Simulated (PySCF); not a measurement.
Two-component Hartree-Fock for Ge(5+) (germanium, charge +5)

Start: [Ar] 3d9; 3d3/2 filled at m_j = -1/2, +1/2, +3/2; 3d5/2 filled at m_j = -5/2, -3/2, -1/2, +1/2, +3/2, +5/2. Calculated with PySCF 2.14 in an even-tempered Gaussian basis (18 s from 0.2 bohr⁻², ratio 2.8; 13 p from 0.26 bohr⁻², ratio 2.8; 9 d from 0.26 bohr⁻², ratio 2.8; 4 f from 2.5 bohr⁻², ratio 3): generalised Hartree-Fock with the X2C-1e Hamiltonian and a Gaussian nucleus; one run each with spin-orbit coupling (SO) screened by Boettger's factors, then bare. This is a chosen level, not necessarily the ground level.

```
spinor shell  electrons  ε, screened SO (eV)  ε, bare SO (eV)  weight of nominal j (bare SO)  rms radius, bare SO (bohr)
       1s1/2          2             -11259.4         -11259.4                          1.000                      0.0542
       2s1/2          2              -1533.5          -1533.5                          1.000                       0.227
       2p1/2          2              -1367.0          -1368.6                          1.000                       0.201
       2p3/2          4              -1335.4          -1334.7                          1.000                       0.204
       3s1/2          2              -277.39          -277.40                          1.000                       0.662
       3p1/2          2              -218.61          -218.79                          0.826                       0.684
       3p3/2          4              -216.73          -216.66                          0.913                       0.691
       3d3/2          3              -120.05          -120.68                          0.741                       0.751
       3d5/2          6              -119.80          -119.48                          0.870                       0.756
```

```json
{"quantity": "E (hartree)", "screened SO": "-2090.11802", "bare SO": "-2090.12360"}
{"quantity": "M_J", "screened SO": "3/2", "bare SO": "3/2"}
{"quantity": "⟨J²⟩", "screened SO": "3.751", "bare SO": "3.751"}
{"quantity": "⟨L²⟩", "screened SO": "6.004", "bare SO": "6.004"}
{"quantity": "⟨S²⟩", "screened SO": "0.752", "bare SO": "0.753"}
```

Each row is a mean over spinors that exchange with the open shell spreads, by up to 8.528 eV (3p1/2).

Rows whose weight is well below 1 are mixtures of j = l ± 1/2: exchange outweighs spin-orbit coupling there, and the label is only the starting occupation.
